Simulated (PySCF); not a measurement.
H₇NSSi₂, SMILES N[SiH2]S[SiH3].

Geometry: B3LYP-D3(BJ)/def2-SVP. Other conformers were not sampled.

Two levels are set side by side: PBE/def2-TZVP (PySCF) and CAM-B3LYP/def2-TZVP (PySCF). Same geometry, gas phase. Differences are taken from unrounded values.

```
quantity                     CAM-B3LYP
---------------------------  ---------
orbital gap (eV)                  9.40
highest occupied level (eV)      -8.53
lowest empty level (eV)           0.86
dipole moment (D)                 1.01
mean polarisability (bohr³)       79.7
```

What does PBE give, and how far is it from CAM-B3LYP? (An estimate is asked for; the answer gives what the named calculation found.)


```tsv
quantity	PBE	PBE minus CAM-B3LYP
orbital gap (eV)	5.11	-4.29
highest occupied level (eV)	-6.05	2.48
lowest empty level (eV)	-0.94	-1.81
dipole moment (D)	1.22	0.21
mean polarisability (bohr³)	84.2	4.5
```

PBE's occupied levels lie high since its potential decays too fast outside the molecule; exact exchange lowers them and widens the gap. Loosely held outer electrons make PBE densities more polarisable. Differences between two approximate levels are no errors against the true value.

Rough cost on one machine, each run with all the roots and properties that it gave: CAM-B3LYP against PBE within a factor of 2.
